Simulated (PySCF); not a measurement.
## `C[Se][C@@H](C)OC=C=S`, C5H8OSSe

Molfile (atoms numbered from 1):
```
C5H8OSSe
     RDKit          3D

 16 15  0  0  0  0  0  0  0  0999 V2000
   -2.4807    0.9963    0.0940 C   0  0  0  0  0  0  0  0  0  0  0  0
   -1.3213    0.6355    1.6244 Se  0  0  0  0  0  2  0  0  0  0  0  0
    0.2107   -0.1521    0.6399 C   0  0  1  0  0  0  0  0  0  0  0  0
   -0.1302   -1.4720   -0.0269 C   0  0  0  0  0  0  0  0  0  0  0  0
    0.5795    0.8451   -0.2747 O   0  0  0  0  0  0  0  0  0  0  0  0
    1.8858    0.8510   -0.6831 C   0  0  0  0  0  0  0  0  0  0  0  0
    2.8391    0.0241   -0.3528 C   0  0  0  0  0  0  0  0  0  0  0  0
    4.0231   -0.9398   -0.0139 S   0  0  0  0  0  0  0  0  0  0  0  0
   -3.2624    1.6669    0.4413 H   0  0  0  0  0  0  0  0  0  0  0  0
   -2.9199    0.0702   -0.2687 H   0  0  0  0  0  0  0  0  0  0  0  0
   -1.8861    1.4800   -0.6748 H   0  0  0  0  0  0  0  0  0  0  0  0
    0.9945   -0.2920    1.3987 H   0  0  0  0  0  0  0  0  0  0  0  0
   -0.8945   -1.3249   -0.7866 H   0  0  0  0  0  0  0  0  0  0  0  0
    0.7576   -1.8875   -0.5020 H   0  0  0  0  0  0  0  0  0  0  0  0
   -0.4945   -2.1753    0.7176 H   0  0  0  0  0  0  0  0  0  0  0  0
    2.0917    1.6837   -1.3439 H   0  0  0  0  0  0  0  0  0  0  0  0
  1  2  1  0
  2  3  1  0
  3  4  1  0
  3  5  1  0
  5  6  1  0
  6  7  2  0
  7  8  2  0
  1  9  1  0
  1 10  1  0
  1 11  1  0
  3 12  1  1
  4 13  1  0
  4 14  1  0
  4 15  1  0
  6 16  1  0
M  END
```

The calculation used PySCF 2.14.0, quadratic response CAM-B3LYP/def2-SVPD first hyperpolarisability, Taylor convention, gas phase. Geometry: GFN2-xTB.

The calculation is non-relativistic, which matters for the atoms heavier than Zn.

(1) Give the tensor of the static β(0;0,0) in the axes of these coordinates.

Answers

(1) In au, Taylor convention; rows are the first index (the induced dipole):
|  | xx | yy | zz | xy | xz | yz |
| --- | --- | --- | --- | --- | --- | --- |
| x | -319.8 | -2.9 | -6.6 | +63.4 | -12.4 | -57.2 |
| y | +63.4 | +24.5 | +16.2 | -2.9 | -57.2 | -49.2 |
| z | -12.4 | -49.2 | -161.8 | -57.2 | -6.6 | +16.2 |

Norm of βᵢ = ⅓ Σⱼ (βᵢⱼⱼ + βⱼᵢⱼ + βⱼⱼᵢ): 411.3 au, hyper-Rayleigh value 170.3 au.
